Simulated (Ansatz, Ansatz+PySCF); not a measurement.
```yaml
atoms:
  - { symbol: Co, position_ang: [0.0000, 0.0000, 0.0000] }
  - { symbol: F, position_ang: [0.0000, 0.0000, 1.8054] }
```

Basis set: def2-SVP (spherical functions). Left uncorrelated: 6 orbitals. Correlation on ROHF uses semicanonical orbitals with singles. Charge 0, multiplicity 3.

Computed with Ansatz (development build ahead of 0.2.0); each method stands on the lowest determinant of its kind that the runs found. Restricted functionals stand beside restricted open-shell atoms, which can lie above the unrestricted atoms usual in DFT and then raise those values.

The atomization energy at this shape (free ground-state atoms in the same class of orbitals less the molecule, no zero-point energy) of triplet CoF:

```csv
method,atomization energy
ωB97X (unrestricted),97.19 kcal/mol
ωB97X (restricted open-shell),93.67 kcal/mol
r²SCAN (unrestricted),105.95 kcal/mol
r²SCAN (restricted open-shell),102.81 kcal/mol
PBE0 (unrestricted),93.96 kcal/mol
PBE (unrestricted),110.44 kcal/mol
PBE (restricted open-shell),108.73 kcal/mol
UHF-MP2,85.15 kcal/mol
ROHF-MP2,81.50 kcal/mol
UHF,54.77 kcal/mol
ROHF,6.22 kcal/mol
```

(1) What does PBE0 (restricted open-shell) give?

## Answers

(1) 87.86 kcal/mol. Caution: another spin multiplicity may lie lower. Caution for ωB97X (unrestricted), r²SCAN (unrestricted), PBE0 (unrestricted): the unrestricted determinant is spin contaminated. Caution for UHF-MP2, UHF: the unrestricted determinant is a mixture of spin states. Caution for ROHF-MP2, ROHF: an unrestricted determinant lies well below.
